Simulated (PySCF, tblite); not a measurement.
C9H9F.
Cartesian coordinates in Å at the GFN2-xTB level; atoms count from 1:
```xyz
19
C9H9F angstrom
C      3.1966    1.5277   -0.3099
C      2.4595    0.5891   -0.3944
C      1.5608   -0.5445   -0.4686
C      0.5093   -0.4927    0.6415
C     -0.5803   -1.5899    0.5680
C     -1.6038   -0.5000    0.3706
C     -2.9152   -0.4815    0.1983
F     -3.6475   -1.6126    0.1741
C     -0.5820    0.5402    0.4434
C     -0.5824    1.8602    0.3553
H      3.8433    2.3510   -0.2451
H      2.1431   -1.4667   -0.3758
H      1.0641   -0.5437   -1.4436
H      1.0044   -0.4222    1.6124
H     -0.7147   -2.1715    1.4784
H     -0.4859   -2.2729   -0.2755
H     -3.5218    0.4012    0.0625
H      0.3328    2.4214    0.4357
H     -1.4901    2.4167    0.1957
```

Computed with PBE0/pcSseg-1 in PySCF (dipole) on a GFN2-xTB geometry, gas phase.

Masses are those of the commonest isotopes; rigid-rotor values at the optimised geometry. The values belong to one conformer with, in the numbering `[CH:1]#[C:2][CH2:3][C@@H:4]1[CH2:5]/[C:6](=[CH:7]\[F:8])[C:9]1=[CH2:10]`, C2–C3–C4–C5 174°.

(1) What are A, B and C (MHz)?

(2) Classify the top.

(3) Is it planar, by Δ = Ic − Ia − Ib?

(4) Give the other two planar moments, Paa and Pbb, and the rms extents of the mass along the axes.

(5) List the rotational levels J(Ka,Kc) to J = 3 (MHz).

(6) Predict some low-J microwave lines.

(7) Estimate the classical rotational partition function at 10 K, 100 K and 200 K.

## Answers

(1) Ia = 145.49, Ib = 740.17, Ic = 846.87 u·Å²; 505379 MHz·u·Å²/I gives A = 3474, B = 682.8, C = 596.8 MHz.

(2) A near-prolate asymmetric top: κ = (2 × 682.8 − 3474 − 596.8)/(3474 − 596.8) = -0.94.

(3) Not planar: Δ = Ic − Ia − Ib = -38.79 u·Å². For a rigid frame Δ = −2 Σ m c², so Σ m c² = 19.40 u·Å² lies off the ab plane: 6.90 from hydrogen and 12.49 from heavier atoms. The atom farthest from that plane is 1.59 Å away.

(4) Paa = Σ m a² = (Ib + Ic − Ia)/2 = 720.77 and Pbb = Σ m b² = (Ia + Ic − Ib)/2 = 126.09 u·Å². With the mass M = 136.07 u, the rms extents √(P/M) along a, b and c are 2.30, 0.96, 0.38 Å.

(5) Above 0(0,0):
J = 1: 1(0,1) 1280, 1(1,1) 4070, 1(1,0) 4156
J = 2: 2(0,2) 3837, 2(1,2) 6544, 2(1,1) 6802, 2(2,1) 15174, 2(2,0) 15176
J = 3: 3(0,3) 7668, 3(1,3) 10252, 3(1,2) 10768, 3(2,2) 19013, 3(2,1) 19023, 3(3,1) 33184, 3(3,0) 33184
Those of J = 1 are B + C, A + C and A + B.

(6) The dipole components are |μa| = 0.69 D, |μb| = 0.25 D, |μc| = 0.13 D. The squared components, which scale the intensities, stand as 1.00 : 0.13 : 0.04 (a : b : c). Some lines, for components of 0.1 D or more:

| type | branch | J(Ka,Kc) | MHz | lower level (cm⁻¹) |
| --- | --- | --- | --- | --- |
| a | R | 2(0,2) ← 1(0,1) | 2557 | 0.043 |
| a | R | 2(1,1) ← 1(1,0) | 2645 | 0.139 |
| c | Q | 2(1,2) ← 2(0,2) | 2707 | 0.128 |
| c | Q | 1(1,1) ← 1(0,1) | 2791 | 0.043 |
| b | Q | 1(1,0) ← 1(0,1) | 2877 | 0.043 |
| b | Q | 2(1,1) ← 2(0,2) | 2965 | 0.128 |
| b | R | 1(1,1) ← 0(0,0) | 4070 | 0.000 |
| c | R | 1(1,0) ← 0(0,0) | 4156 | 0.000 |
| b | R | 2(1,2) ← 1(0,1) | 5264 | 0.043 |
| c | Q | 2(2,1) ← 2(1,1) | 8373 | 0.227 |
| b | Q | 2(2,0) ← 2(1,1) | 8375 | 0.227 |
| b | R | 2(2,1) ← 1(1,0) | 11018 | 0.139 |
| c | R | 2(2,0) ← 1(1,0) | 11020 | 0.139 |
| c | R | 2(2,1) ← 1(1,1) | 11104 | 0.136 |
| b | R | 2(2,0) ← 1(1,1) | 11106 | 0.136 |

(7) Point group C1, symmetry number σ = 1; q = (√π/σ)·√((kT/h)³/(ABC)), k/h = 20836.6 MHz/K: 4480 at 10 K, 142000 at 100 K, 401000 at 200 K.

Its GFN2-xTB frequencies are all real (lowest 33 cm⁻¹). Zero-point vibration and centrifugal distortion are left out.

Time: 90 s (with the writing of density and orbital grids); peak memory 0.95 GiB. Hardware: Arm Neoverse N1, one thread, shared host with 64 logical CPUs at a one-minute load of 59. This is the PBE0/pcSseg-1 job that gave the dipole, with the shieldings it also computed.
